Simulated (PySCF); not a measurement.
State search for IF

Unrestricted PBE0; PySCF, scalar-relativistic core potentials, basis sets I aug-cc-pVDZ-PP with ECP28, F aug-cc-pVDZ. Outer shells of the fragments: I 4d10 5s2 5p5; F 2s2 2p5.

Followed along the bond (rough minima from three points):

```tsv
2Ms+1	unpaired	⟨S²⟩ at the start	R at minimum (Å)	Te (eV)
1	none	0.00	1.95	0.00
3	σ ↑, π ↑	2.00	none in the scan	≤ 1.58
```

Solutions found at the starting distance of 1.925 Å, counted from the lowest of them; the search is not exhaustive and high or unbound solutions are not listed, so other states can lie among these:

```json
{"2Ms+1": "1", "unpaired": "none", "term": "¹Σ⁺", "E (eV)": "0.00", "⟨S²⟩": "0.00", "⟨Lz²⟩": "0.00", "μ (D)": "-1.91"}
{"2Ms+1": "3", "unpaired": "σ ↑, π ↑", "term": "³Π", "E (eV)": "1.99", "⟨S²⟩": "2.00", "⟨Lz²⟩": "1.01", "μ (D)": "-1.90"}
{"2Ms+1": "1", "unpaired": "σ ↑, π ↓", "term": "mixed", "E (eV)": "2.32", "⟨S²⟩": "1.01", "⟨Lz²⟩": "1.00", "μ (D)": "-1.82"}
{"2Ms+1": "3", "unpaired": "π ↑↑", "term": "³Σ⁻", "E (eV)": "5.13", "⟨S²⟩": "2.01", "⟨Lz²⟩": "0.00", "μ (D)": "-1.70"}
{"2Ms+1": "1", "unpaired": "π ↑↓", "term": "mixed", "E (eV)": "5.45", "⟨S²⟩": "1.01", "⟨Lz²⟩": "2.01", "μ (D)": "-1.63"}
{"2Ms+1": "1", "unpaired": "none", "term": "mixed", "E (eV)": "6.41", "⟨S²⟩": "0.00", "⟨Lz²⟩": "2.01", "μ (D)": "-1.41"}
{"2Ms+1": "3", "unpaired": "σ ↑↑", "term": "³Σ⁺", "E (eV)": "6.55", "⟨S²⟩": "2.00", "⟨Lz²⟩": "0.00", "μ (D)": "1.06"}
{"2Ms+1": "3", "unpaired": "π ↑↑", "term": "mixed", "E (eV)": "8.38", "⟨S²⟩": "2.00", "⟨Lz²⟩": "2.00", "μ (D)": "-0.30"}
{"2Ms+1": "3", "unpaired": "π ↑↑", "term": "mixed", "E (eV)": "8.59", "⟨S²⟩": "2.00", "⟨Lz²⟩": "2.00", "μ (D)": "-0.36"}
{"2Ms+1": "1", "unpaired": "π ↑↓", "term": "mixed", "E (eV)": "8.61", "⟨S²⟩": "1.00", "⟨Lz²⟩": "2.01", "μ (D)": "-0.38"}
```

A term symbol is given only where ⟨S²⟩ and ⟨Lz²⟩ are close to those of a pure state; real π, δ and φ orbitals otherwise mix terms. A positive dipole means I(−)F(+).

The measured ground state is X ¹Σ+ (Huber and Herzberg, Constants of Diatomic Molecules (1979)).

Spin–orbit coupling is left out. Counting both spins, an empty level lies below a filled one in some of these solutions, because spin and occupation are held.
